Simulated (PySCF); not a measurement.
PySCF job for C2H11NSi3, SMILES [SiH3][C@@H]1[SiH2]CN1[SiH3], PBE0-D3(BJ)/def2-SVP. Geometry: PBE0-D3(BJ)/def2-SVP. The structure was generated by enumeration; whether it is a known compound was not checked.

```python
import numpy as np
from pyscf import gto, scf, dft, df
from pyscf.hessian import thermo

mol = gto.M(
    atom='''
    Si   -1.65718723   -1.19128185    0.80049887
    C    -0.51975290    0.29582736    0.55528480
    Si   -0.98095249    1.51467552   -0.84069412
    C     0.80074438    1.01067261   -1.27218431
    N     0.72551273    0.01104322   -0.19454427
    Si    2.11733070   -0.82984181    0.42479647
    H    -1.04605685   -2.24454403    1.66848307
    H    -2.92820897   -0.72804977    1.44376227
    H    -1.97499990   -1.79614233   -0.52897410
    H    -0.35985318    0.82961113    1.51509597
    H    -2.04575291    1.05252801   -1.78121968
    H    -1.24435292    2.93632533   -0.46558069
    H     1.54924210    1.80947766   -1.09963513
    H     0.99020845    0.57533296   -2.26818652
    H     1.64949772   -1.98974893    1.23972644
    H     2.93422290   -1.29185707   -0.73796442
    H     3.00284208    0.02103889    1.29328271
    ''',
    basis='def2-SVP',
    charge=0,
    spin=0,
    max_memory=1600,
    verbose=3,
)
mf = dft.RKS(mol, xc='pbe0').density_fit(auxbasis='def2-universal-jkfit')
mf.disp = 'd3bj'
mf.grids.level = 3
mf.conv_tol = 1e-11
mf.max_cycle = 100
mf.kernel()

# [left out here: the lines that compute and print the analytic Hessian (its translational invariance restored by hand, since the grid's response is missing), thermochemistry and intensities]
```

Program output:

```
converged SCF energy = -1005.13525666763

WARN: DFTD3 does not support analytical Hessian, using finite difference


WARN: Mole.unit (angstrom) is changed to Bohr

Mode                                 0                   1                   2
Irrep
Freq [cm^-1]                       25.3118             93.3537            111.3332
Reduced mass [au]                   2.1328              1.3324              1.6696
Force const [Dyne/A]                0.0008              0.0068              0.0122
Char temp [K]                      36.4180            134.3152            160.1837
Normal mode                   x     y     z       x     y     z       x     y     z
       0  Si                -0.01 -0.01 -0.05    0.02 -0.00 -0.02   -0.05  0.00  0.02
       1   C                 0.00 -0.01  0.02   -0.01  0.04  0.03   -0.01 -0.05 -0.03
       2  Si                 0.02  0.03  0.05   -0.02 -0.01 -0.01    0.02 -0.01 -0.01
       3   C                -0.06 -0.12 -0.08   -0.00  0.01  0.03    0.05  0.05  0.06
       4   N                -0.01 -0.04 -0.00    0.02  0.07  0.07   -0.03 -0.07 -0.06
       5  Si                 0.02  0.05  0.03   -0.01 -0.03 -0.02    0.02  0.03 -0.01
       6   H                 0.02 -0.08 -0.16   -0.01  0.04  0.05    0.02 -0.09 -0.14
       7   H                 0.02 -0.05  0.04   -0.05 -0.04 -0.15    0.07  0.03  0.25
       8   H                -0.08  0.10 -0.08    0.17 -0.04 -0.04   -0.29  0.11  0.03
       9   H                 0.02 -0.05  0.03   -0.07  0.05  0.03    0.03 -0.05 -0.03
      10   H                -0.11  0.16  0.12    0.00 -0.06 -0.01    0.09 -0.04 -0.07
      11   H                 0.19  0.06  0.08   -0.05 -0.01 -0.05   -0.07 -0.03  0.01
      12   H                 0.01 -0.15 -0.21   -0.01  0.03 -0.01    0.02  0.04  0.22
      13   H                -0.18 -0.20 -0.07    0.01 -0.03  0.05    0.14  0.17  0.03
      14   H                 0.07  0.15  0.20   -0.07  0.23  0.31    0.07  0.19  0.23
      15   H                -0.02 -0.10  0.05   -0.28 -0.43 -0.05   -0.05 -0.19  0.03
      16   H                 0.06  0.16 -0.12    0.31  0.00 -0.37    0.08  0.22 -0.25
Mode                                 3                   4                   5
Irrep
Freq [cm^-1]                      143.5817            156.5892            200.5946
Reduced mass [au]                   2.2094              1.6542              2.9643
Force const [Dyne/A]                0.0268              0.0239              0.0703
Char temp [K]                     206.5821            225.2970            288.6109
Normal mode                   x     y     z       x     y     z       x     y     z
       0  Si                -0.08  0.04 -0.02   -0.01  0.04 -0.04    0.04  0.05 -0.03
       1   C                 0.03 -0.04  0.02    0.01  0.04  0.06    0.10 -0.01  0.01
       2  Si                -0.01 -0.05  0.03   -0.03 -0.05 -0.01   -0.04 -0.04  0.04
       3   C                -0.00 -0.01  0.01   -0.01 -0.02  0.02   -0.02  0.05 -0.04
       4   N                 0.03 -0.01  0.02    0.02  0.04  0.08    0.03 -0.02 -0.10
       5  Si                 0.07  0.03 -0.03    0.03 -0.01 -0.01   -0.03 -0.02  0.04
       6   H                -0.33  0.09  0.23    0.08 -0.17 -0.36   -0.08 -0.02 -0.04
       7   H                -0.17  0.21 -0.32    0.12 -0.02  0.27    0.04  0.12 -0.08
       8   H                 0.13 -0.09 -0.01   -0.28  0.33 -0.10    0.05  0.11 -0.06
       9   H                 0.01 -0.04  0.03   -0.02  0.04  0.05    0.17 -0.02  0.00
      10   H                -0.01 -0.08  0.05   -0.01 -0.17  0.03   -0.05 -0.16  0.11
      11   H                -0.04 -0.05  0.02   -0.08 -0.04 -0.12   -0.14 -0.05  0.02
      12   H                -0.02  0.00 -0.00   -0.04  0.02 -0.03   -0.06  0.07  0.01
      13   H                -0.01 -0.02  0.01    0.00 -0.07  0.04   -0.02  0.12 -0.07
      14   H                 0.12 -0.02 -0.06    0.06 -0.10 -0.12   -0.18  0.09  0.11
      15   H                 0.06  0.09 -0.06    0.00  0.11 -0.08    0.06 -0.18  0.17
      16   H                 0.06  0.03 -0.02    0.05 -0.11  0.06   -0.08  0.02  0.06
Mode                                 6                   7                   8
Irrep
Freq [cm^-1]                      252.6880            381.7204            478.9971
Reduced mass [au]                   2.5592              5.0042              1.3542
Force const [Dyne/A]                0.0963              0.4296              0.1831
Char temp [K]                     363.5618            549.2107            689.1702
Normal mode                   x     y     z       x     y     z       x     y     z
       0  Si                 0.04  0.03 -0.03   -0.02 -0.03  0.01   -0.03 -0.03  0.01
       1   C                -0.02  0.07  0.07    0.01 -0.00  0.06    0.01  0.03  0.02
       2  Si                 0.01 -0.01  0.00    0.09 -0.05  0.03   -0.00  0.07  0.00
       3   C                 0.01 -0.05  0.06    0.04  0.01 -0.05   -0.01  0.02 -0.02
[...]
Normal mode                   x     y     z       x     y     z       x     y     z
       0  Si                 0.02 -0.03  0.01    0.00 -0.01 -0.01   -0.01 -0.00 -0.03
       1   C                 0.00 -0.00  0.00   -0.00  0.00 -0.00    0.00  0.00 -0.00
       2  Si                 0.00 -0.00 -0.00    0.02 -0.01  0.01    0.00  0.01  0.00
       3   C                -0.00 -0.00  0.00   -0.00  0.00  0.00    0.00 -0.00  0.00
       4   N                -0.00  0.00 -0.00    0.00 -0.00  0.00   -0.00  0.00  0.00
       5  Si                -0.00  0.01 -0.00    0.00 -0.01 -0.00   -0.01  0.01  0.01
       6   H                -0.37  0.62 -0.52    0.03 -0.05  0.03    0.11 -0.19  0.14
       7   H                -0.14  0.04  0.08   -0.16  0.06  0.07   -0.07  0.02  0.03
       8   H                 0.05  0.06  0.16    0.08  0.14  0.31    0.13  0.25  0.56
       9   H                -0.00 -0.00  0.00    0.00 -0.01 -0.00   -0.00 -0.00 -0.00
      10   H                -0.02 -0.01 -0.02   -0.49 -0.22 -0.44   -0.07 -0.02 -0.06
      11   H                -0.01  0.06  0.02   -0.07  0.45  0.13    0.05 -0.26 -0.07
      12   H                -0.00 -0.00 -0.00    0.00 -0.00  0.00   -0.00  0.00 -0.00
      13   H                -0.00  0.00  0.00    0.00 -0.00  0.00   -0.00  0.00  0.00
      14   H                -0.09 -0.22  0.16    0.05  0.12 -0.09   -0.03 -0.06  0.05
      15   H                 0.08 -0.04 -0.12   -0.15  0.08  0.22    0.34 -0.20 -0.49
      16   H                 0.02  0.02  0.02   -0.00 -0.01 -0.00    0.02  0.03  0.03
Mode                                39                  40                  41
Irrep
Freq [cm^-1]                     2233.7039           2238.6381           2245.8409
Reduced mass [au]                   1.0343              1.0518              1.0461
Force const [Dyne/A]                3.0405              3.1056              3.1087
Char temp [K]                    3213.8026           3220.9018           3231.2651
Normal mode                   x     y     z       x     y     z       x     y     z
       0  Si                 0.00  0.01  0.01   -0.00 -0.00 -0.01    0.00 -0.01  0.01
       1   C                -0.00  0.00 -0.00    0.00 -0.00 -0.00    0.00 -0.00 -0.00
       2  Si                 0.01 -0.01 -0.00   -0.01 -0.03 -0.02   -0.00  0.00  0.00
       3   C                -0.00 -0.00  0.00   -0.00 -0.00  0.00    0.00  0.00 -0.00
       4   N                -0.00 -0.00  0.00    0.00  0.00  0.00   -0.00 -0.00  0.00
       5  Si                -0.01  0.01  0.01   -0.00 -0.00  0.00   -0.01 -0.02  0.02
       6   H                 0.04 -0.07  0.06    0.03 -0.05  0.04   -0.11  0.18 -0.15
       7   H                -0.02  0.01  0.01   -0.03  0.01  0.01   -0.01  0.00  0.01
       8   H                -0.11 -0.20 -0.45    0.08  0.15  0.32   -0.01 -0.03 -0.05
       9   H                 0.00  0.00 -0.00   -0.00 -0.00 -0.01    0.00  0.00  0.00
      10   H                -0.13 -0.06 -0.12    0.46  0.20  0.41    0.01  0.00  0.01
      11   H                -0.08  0.48  0.13   -0.11  0.59  0.16    0.01 -0.06 -0.02
      12   H                -0.00 -0.00 -0.00   -0.00 -0.00 -0.00   -0.00  0.00  0.00
      13   H                 0.00  0.00  0.00    0.00 -0.00 -0.00   -0.00  0.00 -0.00
      14   H                -0.05 -0.11  0.09    0.03  0.06 -0.04    0.29  0.70 -0.49
      15   H                 0.34 -0.19 -0.49   -0.01  0.00  0.01    0.14 -0.09 -0.20
      16   H                 0.03  0.04  0.04    0.00  0.00  0.00   -0.02 -0.02  0.00
Mode                                42                  43                  44
Irrep
Freq [cm^-1]                     2999.5538           3011.0141           3093.5811
Reduced mass [au]                   1.0826              1.0667              1.0990
Force const [Dyne/A]                5.7391              5.6980              6.1968
Char temp [K]                    4315.6900           4332.1789           4450.9745
Normal mode                   x     y     z       x     y     z       x     y     z
       0  Si                 0.00  0.00 -0.00    0.00  0.00 -0.00   -0.00 -0.00  0.00
       1   C                -0.01 -0.04 -0.07   -0.00 -0.01 -0.01   -0.00 -0.00  0.00
       2  Si                -0.00 -0.00  0.00    0.00 -0.00 -0.00   -0.00 -0.00 -0.00
       3   C                 0.01  0.01 -0.00   -0.05 -0.04  0.01   -0.00 -0.05 -0.07
       4   N                 0.00 -0.00 -0.00    0.00 -0.00  0.00    0.00  0.00  0.00
       5  Si                -0.00  0.00 -0.00   -0.00  0.00 -0.00    0.00 -0.00  0.00
       6   H                 0.00 -0.00  0.00    0.00 -0.00  0.00    0.00 -0.00  0.00
       7   H                -0.00 -0.00  0.00   -0.00 -0.00  0.00    0.00  0.00 -0.00
       8   H                 0.00  0.00  0.00   -0.00  0.00  0.00    0.00  0.00  0.00
       9   H                 0.15  0.45  0.81    0.03  0.09  0.16   -0.00 -0.00 -0.01
      10   H                 0.00  0.00  0.00    0.00  0.00  0.00    0.00  0.00  0.00
      11   H                -0.00  0.00  0.00   -0.00  0.00  0.00   -0.00  0.00  0.00
      12   H                -0.12 -0.12 -0.03    0.60  0.64  0.16    0.22  0.21  0.04
      13   H                -0.01  0.03  0.06    0.03 -0.14 -0.29   -0.15  0.37  0.81
      14   H                -0.00 -0.00  0.00    0.00 -0.00  0.00   -0.00  0.00  0.00
      15   H                 0.00 -0.00 -0.00    0.00 -0.00 -0.00   -0.00  0.00  0.00
      16   H                 0.00 -0.00  0.00    0.01 -0.00  0.00   -0.00 -0.00 -0.00
temperature 298.1500 [K]
pressure 101325.00 [Pa]
Rotational constants [GHz] 2.05736 1.57908 0.96316
Symmetry number 1
Zero-point energy (ZPE) 0.11725 [Eh]   307830.919 [J/mol]
                           tot       elec      trans        rot        vib
Entropy [J/mol/K]       411.413      0.000    169.772    121.420    120.222
Cv [J/mol/K]            150.395      0.000     12.472     12.472    125.451
Cp [J/mol/K]            158.709      0.000     20.786     12.472    125.451
Internal energy [J/mol]                      3718.434   3718.434 326252.838
Internal energy [Eh]   -1005.00816  -1005.13526
Enthalpy [J/mol]                             6197.391   3718.434 326252.838
Enthalpy [Eh]          -1005.00722
Gibbs free energy [J/mol]                  -44420.004 -32482.913 290408.726
Gibbs free energy [Eh] -1005.05394
mode   freq/cm-1   IR/(km/mol)
   1       25.31         0.011
   2       93.35         0.610
   3      111.33         1.246
   4      143.58         0.081
   5      156.59         0.285
   6      200.59         1.488
   7      252.69         3.905
   8      381.72         1.833
   9      479.00         9.608
  10      504.48         0.670
  11      561.58         1.575
  12      578.60         7.702
  13      677.81        23.342
  14      687.84        60.752
  15      700.53        30.917
  16      747.10        65.142
  17      769.90        52.894
  18      797.35       131.548
  19      838.85        24.930
  20      873.80         1.464
  21      906.87        78.860
  22      918.15       221.096
  23      933.76        26.952
  24      949.76        31.256
  25      951.70       321.620
  26      962.30        70.769
  27      972.28       116.485
  28     1045.02        55.571
  29     1114.86       103.297
  30     1145.81        44.099
  31     1160.00        10.465
  32     1217.34         3.914
  33     1251.72        10.187
  34     1459.30         7.272
  35     2173.03       172.450
  36     2214.13        99.421
  37     2225.96        51.225
  38     2227.74       155.950
  39     2231.24        78.752
  40     2233.70        46.116
  41     2238.64       165.442
  42     2245.84       125.342
  43     2999.55        25.967
  44     3011.01        40.172
  45     3093.58        13.952
max |gradient| / (hartree/bohr): 4.0208385482631565e-05
APT charges: [ 0.9908 -0.2363  1.0719  0.0467 -0.9279  1.2718 -0.2551 -0.2576 -0.2375
 -0.046  -0.2492 -0.2679 -0.0481 -0.0241 -0.2538 -0.2644 -0.3134]
```

The calculation finished and met its thresholds.

Cost: around 14 core-minutes (rough).
